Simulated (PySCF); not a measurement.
Compound: C6H3FS.
SMILES with atom numbers: `[CH:1]#[C:2][C:3](=[CH2:4])[C:5]([F:6])=[C:7]=[S:8]` (hydrogens: H9 on C1; H10, H11 on C4)

Torsions of this conformer, `[CH:1]#[C:2][C:3](=[CH2:4])[C:5]([F:6])=[C:7]=[S:8]`: C2–C3–C5–F6 180°.

The closed-shell ground state was solved at several levels (PySCF, density fitting, gas phase, non-relativistic). One conformer (not necessarily the lowest) at the GFN2-xTB geometry, without solvent, vibrations or thermal averaging.

```json
{"level": "PBE0/pcSseg-1", "basis functions": "158", "HOMO (eV)": "-6.38", "LUMO (eV)": "-3.13", "gap (eV)": "3.25", "dipole (D)": "1.27"}
{"level": "wB97X-D/def2-SVPD", "basis functions": "194", "HOMO (eV)": "-8.10", "LUMO (eV)": "-1.37", "gap (eV)": "6.73", "dipole (D)": "1.31"}
```

Q: Estimate the row for PBE0/def2-SVPD, a basis of 194 functions; the other rows only guide the guess.

A: HOMO -6.41 eV, LUMO -3.17 eV, gap 3.24 eV, dipole 1.27 D.

Q: How far do the dipole and the HOMO energy spread over the levels?

A: The dipole runs from 1.27 to 1.31 D (mean 1.29 D) and the HOMO from -8.10 to -6.38 eV.
